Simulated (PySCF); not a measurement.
Identify the compound

The spectra below were simulated for a compound C$_{6}$H$_{18}$BN.

1H NMR (600 MHz, computed): δ 2.23 (s, 9H), 1.60 (br, 2H), 0.87 (d, 6H), -0.31 (m, 1H).

13C{1H} NMR (computed): δ 47.1 (CH3), 25.2 (CH3), 13.4 (CH).

[PySCF 2.14: HF/pcSseg-1 with gauge-including orbitals; geometry: PBE0-D3(BJ)/def2-SVP; equivalent nuclei averaged; in vacuum; relativity neglected; one computed conformer]

Scale: 1H (σ = 31.69 ppm) and 13C (σ = 190.85 ppm) vs TMS (reference shieldings calculated alike).

Problem. What is the structure?

Solution. 
- 3 carbon signals for 6 carbons: some carbons are equivalent by symmetry or fast rotation.
- Carbon types of the structure: 1 × CH, 5 × CH3, leaving 2 H on heteroatoms.
- δC 47.1: methyl carbon bonded to N; pulled downfield by the heteroatom.
- δC 25.2: methyl carbon; a saturated carbon with 1 carbon neighbour and no heteroatom attached.
- δC 13.4: sp3 CH bonded to B.
- δH 2.23: hydrogen on a methyl carbon bonded to N; its carbon carries N, hence the downfield position.
- δH 1.60: hydrogen on a boron bonded to C, N.
- δH 0.87: hydrogen on a methyl carbon.
- δH -0.31: hydrogen on an sp3 CH bonded to B.

The compound is SMILES CC(C)[BH2-][N+](C)(C)C.

The data come from this structure; uniqueness wasn't tested.

Hydrogens on boron are broadened and split by 11B (spin 3/2, 80 %) and 10B (spin 3). A carbon bonded to boron is broadened by the quadrupolar boron nucleus and is often missing from a measured spectrum. Shifts are as computed. Against solution values, carbons near 30 ppm lie about -0 ppm off and those near 130 ppm about +7 ppm. Of 1313 compounds with measured shifts, 239 miss one by over three times the rms of a fit or turn the order of signals round; such compounds aren't used in these exercises. No couplings were computed; multiplicities are counted from neighbouring protons, with m where these are inequivalent, close in shift, in a saturated or five-membered ring or joined by F or P, and br s for small geminal =CH2 splittings.
